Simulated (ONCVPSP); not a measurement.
Ge: one change to an ONCV potential, before and after

germanium, optimised norm-conserving Vanderbilt (ONCV), made with ONCVPSP 4.0.1 (Wu-Cohen, scalar-relativistic). Core [Ne] 3s2, reference 3p6 3d10 4s2 4p2. Waves: 4s: rc 1.80 bohr, ncon 4, nbas 7, qcut 3 1/bohr, 3 projectors, debl 4 Ha; 3p+4p: rc 1.15 bohr, ncon 4, nbas 7, qcut 14.4 1/bohr, 2 projectors; 3d: rc 0.65 bohr, ncon 3, nbas 7, qcut 16.1 1/bohr, 2 projectors, debl 2.6 Ha. Local part: polynomial inside 0.50 bohr (lpopt 4, dvloc0 0 Ha). Core correction: Teter function, fcfact 3.75, rcfact 1.2.

Change: d: qcut 16.4.

Cutoffs: the cutoffs (Ha) at which the residual kinetic energy of the hardest occupied pseudo-wave falls to 1 and 0.1 mHa per electron; they do not see the model core or the augmentation charge, which bear on the density cutoff. Errors are all-electron minus pseudo energies relative to the spin-unpolarised reference configuration.

Problem. What does the change do?

Solution. The potential gets softer (415 Ha and 761 Ha → 386 Ha and 658 Ha); both files keep a bound ghost (s); the errors of the 4 common tests hardly move.

```csv
quantity,base,changed
"cutoff, loose",415 Ha,386 Ha
"cutoff, tight",761 Ha,658 Ha
loose cutoff by channel,"s 28 Ha, p 61 Ha, d 415 Ha","s 28 Ha, p 61 Ha, d 386 Ha"
bound ghosts,s,s
GHOST(+) flags under 300 eV,none,none
"error for 3p6 3d10 4s2 4p1, meV [ΔE 7.46 eV]",-0.6,-0.6
"error for 3p6 3d10 4s2 4p0, meV [ΔE 22.94 eV]",-2.1,-2.1
"error for 3p6 3d10 4s1 4p0, meV [ΔE 57.80 eV]",-13,-13
"error for 3p6 3d10 4s0 4p4, meV [ΔE 16.26 eV]",-31,-31
s: phases at 1.83 bohr within 0.05 rad from the reference energy up to (Ha; the scan ends near 5),to the end of the scan,to the end of the scan
p: phases at 1.17 bohr within 0.05 rad from the reference energy up to (Ha; the scan ends near 5),to the end of the scan,to the end of the scan
d: phases at 0.66 bohr within 0.05 rad from the reference energy up to (Ha; the scan ends near 5),to the end of the scan,to the end of the scan
"rms error of d²Exc/dni dnj with the model core, mHa",2.87,2.86
```

 A true bound ghost makes a file unfit for plane-wave use even where its test errors are small: the radial tests pick states by their node count and pass the ghost by.
